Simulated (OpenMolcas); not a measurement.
V4+ with 6 ligands (chloride) in octahedral coordination (Oh) at 2.34 Å. A charge of +0.333 e stands 2.4 Å behind each ligand. Ligand basis ANO-RCC-VDZP.

```yaml
Program: OpenMolcas
Method: "SS-CASPT2, IPEA 0.25 Eh, imaginary shift 0.1 Eh (closed shells correlated: 3s 3p and the ligand valence shells)"
Basis: ANO-RCC-VDZP [5s4p2d1f]
Scalar_Hamiltonian: DKH2, point nucleus
Active_space: 1 electron in 5 orbitals (3d)
State_averaging: 2S+1 = 2 even, 5 roots
Spin-orbit_coupling: RASSI with atomic mean-field integrals over the reference wave functions
```

(1) What is the spin-free ground state (labels of O, the rotations of Oh)?

(2) Where is the first state of the same spin?

(3) What are the lowest two levels with spin-orbit coupling?

(4) What is χT at 300 K, and how does it compare with the textbook value?

(5) Which ligand-field parameters describe the states?

Answers

(1) 2T2, 3-fold in its orbital part; it has the highest spin that d1 allows.

(2) 2E at 20600 cm-1 above the ground state.

(3) A 4-fold level Γ8, then a 2-fold level Γ7 330 cm-1 above it. Their leading multiplicities are 2 (100 %) and 2 (100 %).

(4) The lowest level has 2S+1 = 2, for which the spin-only value is χT = S(S+1) / 2 = 0.375 cm3 K/mol (g = 2). The computed 0.370 at 300 K differs by -0.005, through orbital momentum, spin-orbit coupling and any other state in reach. With a threefold ground state the orbital momentum is unquenched, so the spin-only value is not expected to hold.

(5) The gap between the two states is 10Dq = 20637 cm-1. 

Roots that are degenerate in the reference are averaged as groups; the widest CASPT2 spread within a group is 270 cm-1 (the 3-fold group of multiplicity 2 near 0 cm-1 above the lowest state of its run). Shifts and gaps below about the spread of the groups concerned are not significant. Over all roots computed the reference weight is 0.64; a low but even weight reflects the number of correlated electrons. An orbital triplet at a regular site is open to Jahn-Teller coupling, which can distort the site and quench the lowest spin-orbit gaps and is left out. The least metal-like active orbital is 75 % on the metal (Löwdin) and no ligand orbital is active, so the numbers are rough. Ligand-to-metal charge-transfer states are missing. With one d shell and no ligand orbital active, 10Dq can be off by a tenth or more. No measured value stands beside these numbers; the geometry is a model, was not optimised and need not be the one that this ion takes.
